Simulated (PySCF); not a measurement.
VO2, SMILES [O]=[V]=[O] (connectivity only; charge and spin as stated), neutral, multiplicity 2.

The structure is a stationary point at PBE-D3(BJ)/def2-TZVP. The multiplicity is an assumed one; other spin states were not compared.

These are PySCF 2.14.0 with TDA-PBE/def2-TZVPD values and carry that method's errors.

Vertical excitations. The molecule is in vacuum.

| state | energy (eV) | λ (nm) | f | main pairs |
|---|---|---|---|---|
| root 1 | 0.50 | 2476 | 0.003 | α HOMO→LUMO 100 % |
| root 2 | 1.07 | 1158 | 0.010 | α HOMO→LUMO+1 99 % |
| root 3 | 2.08 | 597 | 0.000 | α HOMO→LUMO+2 99 % |
| root 4 | 2.37 | 523 | 0.000 | α HOMO−1→LUMO 98 % |
| root 5 | 2.67 | 465 | 0.002 | α HOMO−1→LUMO+1 85 %, β HOMO→LUMO+1 10 % |
| root 6 | 2.94 | 421 | 0.000 | β HOMO→LUMO 98 % |
| root 7 | 3.15 | 393 | 0.003 | α HOMO→LUMO+3 11 %, α HOMO−1→LUMO+1 7 %, β HOMO→LUMO+1 78 % |
| root 8 | 3.37 | 368 | 0.002 | α HOMO→LUMO+3 22 %, β HOMO→LUMO+2 74 % |
| root 9 | 3.42 | 362 | 0.000 | α HOMO−3→LUMO 62 %, β HOMO−2→LUMO 29 % |
| root 10 | 3.52 | 352 | 0.027 | α HOMO→LUMO+3 64 %, β HOMO→LUMO+2 19 %, β HOMO→LUMO+1 8 % |
Unrestricted roots are not spin-pure.
